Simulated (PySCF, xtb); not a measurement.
Si(Me)(Cl)3 (CH₃Cl₃Si), SMILES Cl[Si](C)(Cl)Cl.

xtb with GFN2-xTB at its own geometry gives an orbital gap of 6.85 eV and a dipole moment of 1.93 D.

Geometry optimised at B3LYP-D3(BJ)/def2-SVP. The isomer is the one that the SMILES or the coordinates give; other isomers of the formula were not compared.

What does ωB97X/def2-TZVP run with PySCF give? (The exact figures need the calculation; the answer reports its results.)

gap 13.77 eV (levels -11.62 and 2.16 eV), dipole 2.06 D.
